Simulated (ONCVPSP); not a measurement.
## Cutoff test, indium, ONCV

```json
{"Element": "indium", "Generator": "ONCVPSP 4.0.1", "Type": "optimised norm-conserving Vanderbilt (ONCV)", "Functional": "PBEsol", "Relativity": "scalar-relativistic", "Frozen core": "[Kr] 4d10", "Valence charge": "3", "Reference configuration": "5s1.5 5p1.5", "Partial waves": "5s: rc 2.05 bohr, ncon 5, nbas 9, qcut 3.1 1/bohr, 2 projectors, debl 2.2 Ha; 5p: rc 2.55 bohr, ncon 4, nbas 9, qcut 3.3 1/bohr, 2 projectors, debl 2.3 Ha", "Local potential": "polynomial inside 1.75 bohr (lpopt 5, dvloc0 2 Ha)", "Core correction": "none"}
```

Q: For each optimised wave give the share of its norm inside rc, the residual kinetic energy above qcut (Ha) and the cutoffs (Ha) for errors of 10, 1, 0.1 and 0.01 mHa per electron.

A:

```tsv
wave	norm inside rc	residual KE	10 mHa	1 mHa	0.1 mHa	0.01 mHa
5s	0.315	2.0e-03	3.5	5.7	18.8	35.5
s projector 2	0.117	2.9e-02	6.1	52.4	68.2	75.6
5p	0.254	1.5e-04	1.0	3.7	6.0	35.1
p projector 2	0.168	1.8e-02	5.8	11.9	45.3	52.7
```

The occupied waves need 5.7 Ha and 19 Ha for 1 and 0.1 mHa. The cutoffs count occupied waves only; projector 2 of the s channel, the hardest unoccupied one, needs 52 Ha at the loose tolerance. Note: no bound ghost flagged; GHOST(+) flagged for s at 72.0 eV, p at 118.7 eV.
